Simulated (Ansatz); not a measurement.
Calculated with Ansatz (gas phase, PBE0-D4/def2-TZVP geometries, no zero-point term in ΔE). CCSD(T)/CBS is the MP2 limit (def2-TZVPP, def2-QZVPP) plus CCSD(T) − MP2 in def2-TZVPP, frozen cores. This one scheme is used for every species, atoms too. For atomizations the MP2-based limit and the directly extrapolated one differ by several kJ/mol either way, and by 10 to 25 for some Ge, Se and Sn compounds, so smaller differences from it don't rank the levels. DFT in def2-TZVPP. HSE06 is defined as in plane-wave codes. No spin–orbit coupling; open shells (•) take unrestricted orbitals. Spin–orbit coupling would lower the free atoms: a little for Cl, F; clearly for Se; strongly for Sn. def2 core potentials past Kr. For Se, Sn outer-core shells are correlated without core-valence functions, so the limit isn't a true one: a few kJ/mol of doubt a bond, and 10 to 20 or more in all where bonds break to atoms. Scalar relativity is left out up to krypton. Each species was taken in one conformer, which may not be the lowest.

Consider the atomization: `[F][SnH]([Cl])[SeH]` → Cl• + F• + 2 H• + Se• + Sn•.

| species | HSE06-D4 energy (Eh) |
| --- | --- |
| `[F][SnH]([Cl])[SeH]` | -3176.73490 |
| Cl• | -459.98963 |
| F• | -99.67211 |
| H• | -0.50075 |
| Se• | -2401.20831 |
| Sn• | -214.25750 |

(1) Work out ΔE.

Largest T1 diagnostic among the species: 0.012.

Answers

(1) ΔE = 2 × (-0.50075) + (-459.98963) + (-99.67211) + (-2401.20831) + (-214.25750) − (-3176.73490) = 0.60585 Eh = +16.49 eV. CCSD(T)/CBS gives +17.03 eV.

At CCSD(T), def2-SVP lies −1.98 eV from the extrapolated value and def2-TZVPP −0.83 eV: correlation converges slowly with the basis, and small sets miss more of it in the bonded molecule than in its fragments. From r2SCAN to r2SCAN0 (25 % exact exchange), in def2-TZVPP and without D4, ΔE moves by −0.52 eV: exact exchange takes away binding that semilocal exchange gives to molecules. The D4 term adds +0.29 eV with B3LYP and +0.15 eV with PBE0; it sums over pairs of atoms, weighted by their polarisabilities, and B3LYP, whose exchange is more repulsive, gets the larger term.

B3LYP here is the variant with VWN-RPA as its local correlation; programs differ in this.
